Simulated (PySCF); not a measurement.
PySCF 2.14 output of an unrestricted PBE calculation on a single atom or ion in aug-cc-pVTZ-DK (9s8p6d3f2g, 102 functions), with scalar relativity by spin-free X2C-1e:

```
SCF conv_tol = 1e-09
number electrons alpha = 24  beta = 20
    J. P. Perdew, K. Burke, and M. Ernzerhof.,  Phys. Rev. Lett. 77, 3865 (1996)
    J. P. Perdew, K. Burke, and M. Ernzerhof.,  Phys. Rev. Lett. 78, 1396 (1997)
    J. P. Perdew, K. Burke, and M. Ernzerhof.,  Phys. Rev. Lett. 77, 3865 (1996)
    J. P. Perdew, K. Burke, and M. Ernzerhof.,  Phys. Rev. Lett. 78, 1396 (1997)
cycle= 1 E= -4284.80849431406  delta_E= -0.0295  |g|= 0.071  |ddm|= 2.02
cycle= 2 E= -4284.80932732392  delta_E= -0.000833  |g|= 0.0485  |ddm|= 0.304
cycle= 3 E= -4284.80973640627  delta_E= -0.000409  |g|= 0.0134  |ddm|= 0.137
cycle= 4 E= -4284.80978218489  delta_E= -4.58e-05  |g|= 0.00788  |ddm|= 0.049
cycle= 5 E= -4284.80982628761  delta_E= -4.41e-05  |g|= 0.00058  |ddm|= 0.0224
cycle= 6 E= -4284.80982673966  delta_E= -4.52e-07  |g|= 0.000104  |ddm|= 0.00329
cycle= 7 E= -4284.8098267711  delta_E= -3.14e-08  |g|= 3.67e-05  |ddm|= 0.000733
cycle= 8 E= -4284.80982677441  delta_E= -3.31e-09  |g|= 5.07e-06  |ddm|= 0.000313
cycle= 9 E= -4284.80982677445  delta_E= -4.55e-11  |g|= 7.72e-07  |ddm|= 3.78e-05
converged SCF energy = -4284.80982677445  <S^2> = 6.0732642  2S+1 = 5.0292203
```

The run itself started from symmetry-adapted Hartree-Fock orbitals and held the occupation by maximum overlap, on a logarithmic radial grid, so the iterations belong to that start.

**Question.** Which element, charge and spin multiplicity is this?

**Answer.** Tc⁻ (technetium, charge -1), multiplicity 5; the state was [Kr] 4d6 5s2, high-spin 5D determinant.

⟨S²⟩ = 6.07 against 6.00 shows spin contamination. At PBE the highest occupied level has a positive energy, so only the finite basis holds that electron; in a semilocal or global hybrid functional this comes from self-interaction and does not mean that the real anion is unbound.
